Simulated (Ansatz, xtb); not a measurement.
**Relative energy of two isomers of H7N2OSi+**

Structure I is `[NH3+][Si-]([NH3+])O`, a singlet and structure II is `N[SiH](N)[OH2+]`, a singlet. Both are isolated ions in the gas phase, relaxed with PBE0-D3(BJ)/def2-SVP; the shapes shown needn't be the lowest conformers.

I (Å):

```csv
atom,x (Å),y (Å),z (Å)
N,-1.6925,-0.9545,-0.5749
N,0.5204,-1.6671,-2.2064
O,-0.6745,-3.3752,-0.6089
Si,0.0740,-1.9196,-0.2295
H,-2.1712,-0.8868,0.3304
H,-2.3104,-1.5117,-1.1773
H,-1.6536,0.0034,-0.9373
H,1.4601,-2.0551,-2.3465
H,-0.1039,-2.2229,-2.8036
H,0.5612,-0.7102,-2.5713
H,-0.5003,-4.1350,-0.0410
```

II (Å):

```xyz
11

N    -0.7461   -0.1162   -1.4047
N     0.6867   -2.5311   -1.6919
O    -1.8210   -2.7979   -0.8748
Si   -0.3451   -1.5989   -0.7415
H    -0.9901    0.6850   -0.8312
H    -0.7034    0.1113   -2.3929
H    -0.3343   -1.5825    0.7301
H     1.3411   -2.0848   -2.3280
H     1.0042   -3.4574   -1.4224
H    -2.6534   -2.7023   -0.3821
H    -1.9759   -3.2554   -1.7191
```

Energies in hartree; the thermal terms are from PBE0-D3(BJ)/def2-SVP harmonic frequencies (ideal gas, rigid rotor, one conformer each, 298.15 K, 1 atm) and include the zero-point energy:

```
                              I           II
E, CCSD(T)/def2-SVP  −477.085127  −477.079642
    E, MP2/def2-SVP  −477.025455  −477.025666
  E, MP2/def2-TZVPP  −477.521697  −477.529550
  zero-point energy     0.092800     0.087838
       H(298 K) − E     0.101111     0.096029
       G(298 K) − E     0.062464     0.058309
```

Question: Correct the CCSD(T) difference for the basis set by the MP2 change, then work out ΔE, ΔE₀, ΔH and ΔG for I → II in kJ/mol (1 Eh = 2625.50 kJ/mol) and the equilibrium ratio [II]/[I].

Answer: 1. Differences II − I: CCSD(T) +0.005485, MP2 in the small set −0.000211, MP2 in the large set −0.007853 Eh.
2. ΔE = +0.005485 + (−0.007853 − (−0.000211)) = −0.002157 Eh = −5.66 kJ/mol.
3. ΔE₀ = ΔE + ΔZPE = −0.002157 + (−0.004962) Eh = −18.69 kJ/mol.
4. ΔH = ΔE + (−0.005082) Eh = −19.01 kJ/mol.
5. ΔG = ΔE + (−0.004155) Eh = −16.57 kJ/mol, so ΔS = (ΔH − ΔG)/T = −8.2 J/(mol K).
6. kT = 0.9442 mEh, so K = [II]/[I] = exp(−ΔG/kT) = exp(+6.69) ≈ 800.

The sums favour II, but ΔE leans on the basis-set step (CCSD(T) alone has the other sign or is under 1 kcal/mol), so the order isn't settled. An error of 4 kJ/mol in ΔG would change K by a factor of 5. The basis-set step is large, which makes the value less sure. HF/STO-3G, PBE0-D3(BJ)/def2-SVP, CCSD(T)/def2-SVP gave ΔE the other sign. Mirror images and further conformers aren't counted.

As drawn, II has 1 Si–H, 1 O–H in place of 2 N–H.

Other levels gave ΔE = −70.5 (GFN2-xTB); +35.3 (HF/STO-3G, GFN2-xTB geometries); −0.7 (r2SCAN-D4/def2-SVP, GFN2-xTB geometries); +5.7 (PBE0-D3(BJ)/def2-SVP); −22.3 (HF/def2-SVP); −0.6 (MP2/def2-SVP); +14.4 (CCSD(T)/def2-SVP) kJ/mol. The correlated steps freeze 8 core orbitals. Programs: Ansatz 0.2.0, xtb 6.7.1.
